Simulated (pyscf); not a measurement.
Single points on ωB97X-D3(BJ)/def2-SVP structures (PySCF, gas phase).

SMILES: C=CC=CC(C)Cl
```xyz
16

C     -2.5235    -2.4850    -0.8437
C     -1.7309    -1.4072    -0.8937
C     -0.2938    -1.4533    -0.5938
C      0.5665    -0.4234    -0.6032
C      0.2403     1.0107    -0.8976
C      0.5342     1.9328     0.2784
Cl     1.2307     1.5390    -2.3182
H     -2.1284    -3.4693    -0.5686
H     -3.5902    -2.4219    -1.0762
H     -2.1680    -0.4429    -1.1738
H      0.1009    -2.4434    -0.3365
H      1.6192    -0.6111    -0.3615
H     -0.8019     1.1260    -1.2194
H     -0.0974     1.6519     1.1362
H      1.5903     1.8492     0.5775
H      0.3306     2.9800     0.0107
```
Charge 0, spin multiplicity 1.

### Question
How much does it cost (ΔH, 298 K, ωB97M-D3(BJ)/def2-TZVP) to split H₂C=CH–CH=CH–CH(CH₃)–Cl at its C–C bond into •HC=CH–CH=CH₂ + H₃C–CH•–Cl?

### Answer
C–C to •HC=CH–CH=CH₂ + H₃C–CH•–Cl: 409.7 kJ/mol. The 7 functionals that were run give +369.3 (r²SCAN) to +410.6 kJ/mol (ωB97X-D3(BJ)). The radicals are drawn with the spin at the cut bond; how far it spreads was not checked. •HC=CH–CH=CH₂ lies 47.1 kJ/mol over its isomer •HC=C=CH–CH₃, and others may lie lower still (electronic energy, ωB97M-D3(BJ)). Other isomers of H₃C–CH•–Cl were not searched in full and may lie lower.
